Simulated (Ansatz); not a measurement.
Program: Ansatz. Geometries: PBE0-D4/def2-TZVP. ΔE: electronic, gas phase. CCSD(T)/CBS adds triple-zeta CCSD(T) − MP2 to the extrapolated MP2 energy (def2 sets, frozen cores). Functionals use def2-TZVPP. B3LYP here is the variant with VWN-RPA as its local correlation; programs differ in this. def2 core potentials past Kr. For I outer-core shells are correlated without core-valence functions, which leaves a few kJ/mol of doubt a bond. Each species was taken in one conformer, which may not be the lowest.

Reaction (substitution at a C–Si bond): `[SiH3][SiH2]CCl` + HI → `ClCI` + `[SiH3][SiH3]`

`[SiH3][SiH2]CCl`:

Cartesian coordinates in Å:
```
Si 1.755 -0.680 -0.059
Si -0.587 -0.593 -0.112
C -1.165 1.184 0.157
Cl -2.948 1.273 0.120
H 2.227 -2.075 -0.263
H 2.329 0.180 -1.130
H 2.260 -0.192 1.254
H -1.087 -1.067 -1.429
H -1.156 -1.450 0.961
H -0.839 1.570 1.123
H -0.789 1.850 -0.621
```

HI:

```xyz
2

I    -0.775    0.079   -0.201
H     0.775   -0.079    0.201
```

`ClCI`:

```xyz
5

Cl   -1.059   -0.063    1.365
C     0.131   -0.123    0.078
I    -0.364    1.082   -1.614
H     0.213   -1.143   -0.282
H     1.079    0.247    0.454
```

`[SiH3][SiH3]`:

Cartesian coordinates in Å:
```
Si -0.595 -0.692 -0.731
Si 0.595 0.692 0.731
H -0.648 -0.085 -2.088
H 0.061 -2.023 -0.830
H -1.987 -0.883 -0.241
H -0.059 2.024 0.827
H 1.988 0.880 0.242
H 0.645 0.087 2.089
```

```
             level  ΔE (kJ/mol)  difference from CCSD(T)/CBS
            PBE-D4         41.7                         -0.8
         r2SCAN-D4         46.0                          3.5
           PBE0-D4         46.7                          4.2
          B3LYP-D4         43.6                          1.1
           ωB97X-V         47.1                          4.6
           ωB97M-V         48.9                          6.4
            B2PLYP         42.5                          0.0
               PBE         40.0                         -2.5
            r2SCAN         45.0                          2.5
              PBE0         45.0                          2.5
             B3LYP         41.3                         -1.2
     HF/def2-TZVPP         48.5                          6.0
    MP2/def2-TZVPP         42.9                          0.4
SCS-MP2/def2-TZVPP         41.3                         -1.2
   CCSD/def2-TZVPP         48.1                          5.6
CCSD(T)/def2-TZVPP         46.3                          3.8
     HF/def2-QZVPP         48.2                          5.7
    MP2/def2-QZVPP         40.6                         -1.9
SCS-MP2/def2-QZVPP         39.6                         -2.9
      HF/CBS(def2)         48.1                          5.6
     MP2/CBS(def2)         39.1                         -3.4
    CCSD/CBS(def2)         44.3                          1.8
       CCSD(T)/CBS         42.5                            0
```

Largest T1 diagnostic among the species: 0.013.

From PBE to PBE0 (25 % exact exchange), in def2-TZVPP and without D4, ΔE moves by +5.0 kJ/mol.
